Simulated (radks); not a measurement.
Results of a calculation; reference values are marked as such.
The nuclear charge of the rhenium ion Re+ is varied continuously with 74 electrons held in [Xe] 4f14 5d5 6s1. Code: a radial shooting solver on a logarithmic mesh with Libxc functionals. Model: scalar-relativistic Kohn-Sham, PBE, spin-polarised, spherical densities, finite nucleus; open shells are filled with parallel spins first (spin-orbit coupling, left out, can overturn this in heavy ions); Fermi nuclear charge, rms radius 5.3698 fm. By the Hellmann-Feynman theorem dE/dZ = E(electron-nucleus)/Z, the electronic potential at the nucleus (averaged over a nucleus of fixed radius). The scalar-relativistic energy here is not variational (the density holds large components alone), so the two differ by a part that grows with Z.

Z     E (hartree)  E(electron-nucleus)/Z (hartree)  HOMO  e(HOMO) (eV)  <r> HOMO (bohr)
74    -16140.0974                         -539.297    5d        -4.102            2.151
74.5  -16413.2666                         -544.893    5d        -8.747            1.970
75    -16689.2885                         -550.491    6s       -13.571            2.803
75.5  -16968.1677                         -556.098    6s       -18.145            2.656
76    -17249.9104                         -561.718    6s       -23.107            2.529

The central difference of E at Z = 75 is -554.901 hartree, to compare with the third column; the second derivative is -11.4 hartree.
